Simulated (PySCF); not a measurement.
## Shifts of the heteroatoms

Geometry:
```
atom   x (Å)   y (Å)   z (Å)
  C1   4.222  -1.344  -1.043
  C2   3.081  -1.326  -0.361
  C3   2.296  -0.120  -0.178
  N4   1.217  -0.131   0.470
 Si5   0.047   1.047   0.895
  C6  -1.582   0.396   0.184
  C7  -1.766  -0.786  -0.392
  O8  -2.541   1.351   0.378
  C9  -3.844   1.091  -0.082
 H10   4.799  -2.243  -1.172
 H11   4.618  -0.450  -1.498
 H12   2.680  -2.219   0.095
 H13   2.712   0.785  -0.639
 H14   0.034   1.000   2.358
 H15   0.232   2.427   0.425
 H16  -2.712  -1.136  -0.773
 H17  -0.932  -1.455  -0.490
 H18  -4.430   1.978   0.156
 H19  -4.279   0.220   0.419
 H20  -3.856   0.925  -1.164
```

- geometry: GFN2-xTB
- shieldings: GIAO PBE0/pcSseg-1
- program: PySCF 2.14.0 with density-fitted response routines
- non-relativistic, a single conformation, rapidly exchanging positions averaged, no solvent

(1) Predict the ²⁹Si NMR data.

(2) Where does ¹⁵N resonate?

(3) What are the ¹⁷O shifts?

Answers

(1) 
```json
{"atoms": "Si5", "environment": "silicon bonded to C, N, 2 H", "σ (ppm)": "400.1", "δ (ppm)": "-48.9"}
```

Shieldings were converted by a linear fit to measured shifts: ²⁹Si (scatter 8.9 ppm rms, 25.8 ppm with the 6 outliers that the fit left out vs TMS, solution or neat liquid). Occasional misses reach two or three times the rms, and more in compound classes unlike the fitted ones.

On a 500 MHz spectrometer ²⁹Si resonates near 99.3 MHz, so 1 ppm is 99.3 Hz.

(2) 
```json
{"atoms": "N4", "environment": "imine nitrogen", "σ (ppm)": "-127.9", "δ (ppm)": "-30.3"}
```

Shieldings were converted by a linear fit to measured shifts: ¹⁵N (scatter 6.3 ppm rms vs CH3NO2, solution or neat liquid). A few per cent of atoms miss by over 2 rms, more outside the fitted compound classes.

On a 500 MHz spectrometer ¹⁵N resonates near 50.7 MHz, so 1 ppm is 50.7 Hz.

(3) 
```tsv
atoms	environment	σ (ppm)	δ (ppm)
O8	ether oxygen	212.4	73.2
```

Shieldings were converted by a linear fit to measured shifts: ¹⁷O: δ = 266.70 − 0.911σ (rms 10.7 ppm, 155 shifts, 12.2 ppm with the 3 outliers that the fit left out vs liquid water, solution or neat liquid). A few per cent of atoms miss by over 2 rms, more outside the fitted compound classes.

On a 500 MHz spectrometer ¹⁷O resonates near 67.8 MHz, so 1 ppm is 67.8 Hz.
